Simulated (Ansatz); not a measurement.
**C3H7FSn: where a starting geometry ends**

The starting geometry of this gas-phase singlet was optimised with GFN2-xTB; its bonds are those of `C[CH](C)[Sn][F]`.

```
atom    x (Å)    y (Å)    z (Å)
   C   0.8610  -0.2356  -2.4270
   C   0.5722  -0.3425  -0.9243
   C  -0.6044  -1.2945  -0.6825
   F   0.2710   0.9097   2.0150
  Sn   0.2699   1.7066   0.1186
   H   1.0682  -1.2211  -2.8473
   H   1.7285   0.3998  -2.6159
   H   0.0063   0.1794  -2.9618
   H   1.4570  -0.7970  -0.4478
   H  -1.5139  -0.9204  -1.1544
   H  -0.3956  -2.2827  -1.0941
   H  -0.7868  -1.3992   0.3871
```

Predict what becomes of its bonds when it is optimised with PBE0-D4/def2-SVP.

It keeps its bonds, and is `C[CH](C)[Sn][F]`.

The energy falls by 0.20 eV over 17 steps:

```
step  E − E(last) (eV)
   1             0.204
   3             0.019
   5             0.012
   6             0.010
   8             0.007
  10             0.003
  12             0.001
  13             0.000
  15             0.000
  17             0.000
```

Final geometry (Å):

```xyz
12

C     0.8492   -0.2036   -2.4384
C     0.6479   -0.3764   -0.9385
C    -0.5369   -1.2631   -0.5795
F    -0.2890    0.7705    1.7140
Sn    0.5629    1.5707    0.1272
H     0.9974   -1.1743   -2.9455
H     1.7261    0.4208   -2.6801
H    -0.0273    0.2675   -2.9164
H     1.5668   -0.8249   -0.5059
H    -1.4746   -0.8786   -1.0168
H    -0.4068   -2.2909   -0.9643
H    -0.6822   -1.3153    0.5095
```

No frequencies were run, so the end isn't proven a minimum. Atoms past krypton carry core potentials, without spin–orbit terms. Run with Ansatz 0.2.0, 58 s on 2 threads of Arm Neoverse V1, with other jobs on the host.
